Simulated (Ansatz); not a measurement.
## Worked example: ideal-gas entropy of CH2BrI (bromoiodomethane)

A singlet with charge 0, relaxed at r2SCAN/def2-TZVP (core potential) (Ansatz 0.2.0):

```xyz
5

Br   -1.8204   -0.0885    0.3522
C     0.0277    0.0837   -0.1851
I     1.4384   -0.7832    1.1755
H     0.2574    1.1406   -0.2502
H     0.1466   -0.4262   -1.1336
```

Harmonic wavenumbers in cm⁻¹: 142, 521, 611, 768, 1092, 1172, 1415, 3129, 3223.

Masses in u: Br 79.904, C 12.011, I 126.904, H 1.008. Take T = 298.15 K, p = 1 bar, R = 8.3145 J/(mol K), kT/hc = 207.22 cm⁻¹, rigid rotor and harmonic oscillator.

Q: Work out S° at 298 K.

A: 
1. Translation (Sackur–Tetrode): S = R[3/2 ln M + 5/2 ln T − 1.1517] with M = 220.835 gives 176.2 J/(mol K).
2. Rotation: principal moments 20.533, 582.863, 600.123 u Å² give A, B, C = 0.821, 0.0289, 0.0281 cm⁻¹; the symmetry number is σ = 1; q = (√π/σ)√((kT/hc)³/ABC) = 204762; S = R(ln q + 3/2) = 114.2.
3. Vibration: with u = ν̃/207.22, each mode gives R[u/(eᵘ − 1) − ln(1 − e⁻ᵘ)]; the sum is 17.5, most from 142 cm⁻¹ (11.6), 521 cm⁻¹ (2.5), 611 cm⁻¹ (1.8).
4. Electronic: R ln 1 = 0.0, from the spin multiplicity alone.
5. Sum: 176.2 + 114.2 + 17.5 + 0.0 = 307.9 J/(mol K).

No measured value is set beside it here.
